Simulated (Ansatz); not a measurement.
Gas-phase electronic energies from Ansatz, PBE0-D4/def2-TZVP geometries. CCSD(T)/CBS adds triple-zeta CCSD(T) − MP2 to the extrapolated MP2 energy (def2 sets, frozen cores). DFT in def2-TZVPP. B3LYP here is the variant with VWN-RPA as its local correlation; programs differ in this. HSE06 is defined as in plane-wave codes. Elements past krypton have def2 core potentials. For In, Se outer-core shells are correlated without core-valence functions, which leaves a few kJ/mol of doubt a bond. Scalar relativity is left out up to krypton. Each species was taken in one conformer, which may not be the lowest.

Consider the redistribution: `N[SiH](N)F` + `[F][In]([F])[SeH]` → `N[SiH](F)[SeH]` + `[NH2][In]([F])[F]`.

| level | ΔE (kJ/mol) | difference from CCSD(T)/CBS |
| --- | --- | --- |
| LDA (SPW92) | 113.2 | 1.4 |
| revPBE-D4 | 104.6 | -7.2 |
| BLYP-D4 | 111.5 | -0.3 |
| r2SCAN-D4 | 115.7 | 3.9 |
| B97M-V | 117.4 | 5.6 |
| PBE0-D4 | 113.8 | 2.0 |
| B3LYP-D4 | 117.5 | 5.7 |
| r2SCANh-D4 | 117.6 | 5.8 |
| r2SCAN0-D4 | 120.4 | 8.6 |
| HSE06-D4 | 113.8 | 2.0 |
| BHLYP-D4 | 125.4 | 13.6 |
| CAM-B3LYP-D4 | 119.0 | 7.2 |
| ωB97X-V | 112.7 | 0.9 |
| ωB97M-V | 115.8 | 4.0 |
| B2PLYP | 116.7 | 4.9 |
| PBE-QIDH | 115.9 | 4.1 |
| PBE | 108.3 | -3.5 |
| revPBE | 106.2 | -5.6 |
| BLYP | 114.3 | 2.5 |
| r2SCAN | 116.0 | 4.2 |
| PBE0 | 114.9 | 3.1 |
| B3LYP | 119.7 | 7.9 |
| r2SCAN0 | 120.8 | 9.0 |
| HSE06 | 114.9 | 3.1 |
| BHLYP | 127.1 | 15.3 |
| CAM-B3LYP | 120.3 | 8.5 |
| LC-ωPBE | 111.5 | -0.3 |
| RPA@PBE/def2-TZVPP | 107.6 | -4.2 |
| HF/def2-SVP | 134.7 | 22.9 |
| CCSD/def2-SVP | 118.0 | 6.2 |
| CCSD(T)/def2-SVP | 115.5 | 3.7 |
| HF/def2-TZVPP | 133.0 | 21.2 |
| MP2/def2-TZVPP | 111.2 | -0.6 |
| SCS-MP2/def2-TZVPP | 112.0 | 0.2 |
| CCSD/def2-TZVPP | 115.3 | 3.5 |
| CCSD(T)/def2-TZVPP | 112.0 | 0.2 |
| HF/def2-QZVPP | 133.7 | 21.9 |
| HF/CBS(def2) | 133.7 | 21.9 |
| MP2/CBS(def2) | 110.9 | -0.9 |
| CCSD/CBS(def2) | 115.0 | 3.2 |
| CCSD(T)/CBS | 111.8 | 0 |

Largest T1 diagnostic among the species: 0.016.

In def2-TZVPP, CCSD(T) changes the Hartree–Fock value by −21.0 kJ/mol (the triples alone add −3.2 kJ/mol) and MP2 by −21.9 kJ/mol. From r2SCAN to r2SCAN0 (25 % exact exchange), in def2-TZVPP and without D4, ΔE moves by +4.8 kJ/mol.
